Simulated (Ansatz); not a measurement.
AlGa5, relaxed as a singlet with RKS PBE-D4/def2-SVP in Ansatz, starting from packed atoms. Force threshold 0.02 eV/Å.

The restricted singlet is unstable towards broken spin symmetry at other levels; at PBE-D4/def2-SVP this wasn't settled. The structure comes from a short search, and lower isomers may exist.

Start:

Cartesian coordinates in Å:
```
Al -2.113 -0.434 -0.748
Ga -0.746 -2.531 -0.841
Ga -1.188 1.609 -0.050
Ga 2.674 -0.201 0.748
Ga 0.347 -0.306 0.019
Ga 1.026 1.863 0.872
```

Question: Estimate the energy that the relaxation releases and the steps that it takes.

Answer: 181.9 kJ/mol, in 21 steps; 46 s on 4 threads of Arm Neoverse V2 on a shared host. No frequencies were taken in this run, so the end may be a saddle point.

Question: Does the start keep its bonding and symmetry?

Answer: Bonds lost: Al1–Ga5, Ga5–Ga6 (atoms count from 1).

Question: Predict the relaxed structure.

Answer: 
```tsv
atom	x (Å)	y (Å)	z (Å)
Al1	-2.132	-0.240	0.282
Ga2	-0.427	-2.060	-0.347
Ga3	-0.650	1.514	-0.832
Ga4	1.936	-0.319	0.862
Ga5	1.057	-0.348	-1.531
Ga6	0.216	1.453	1.565
```
Bond lengths (bridged metal pairs left out): 5 × Ga–Ga 2.55 to 2.62 Å; 2 × Al–Ga 2.55 to 2.57 Å.
